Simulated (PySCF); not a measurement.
How methods differ on the excitation energy of Tl

Tl [Xe] 4f14 5d10 6s2 6p1 (2P) → Tl [Xe] 4f14 5d10 6s2 6d1 (2D), as a difference of total energies. Calculation: PySCF 2.14, in aug-cc-pwCVDZ-PP with ECP60MDF; a scalar-relativistic core potential. Correlated levels: valence: 5s2 5p6 5d10 frozen. The calculations carry no spin-orbit coupling.

```
           method  excitation energy (eV)
              UHF                   4.319
    MP2 (valence)                   4.365
SCS-MP2 (valence)                   4.350
   CCSD (valence)                   4.308
CCSD(T) (valence)                   4.298
  CCSDT (valence)                   4.290
```

How much does correlation contribute at CCSD(T) (valence)?

4.298 − (4.319) = -0.021 eV, measured against UHF.

Errors of the correlated levels include the incompleteness of this basis and the frozen core.

The promoted electron is Rydberg-like, and one or two diffuse shells describe it only roughly, which tends to raise the upper state.

For comparison: 3.840 eV (measured; NIST levels, between the centres of gravity of the two terms).
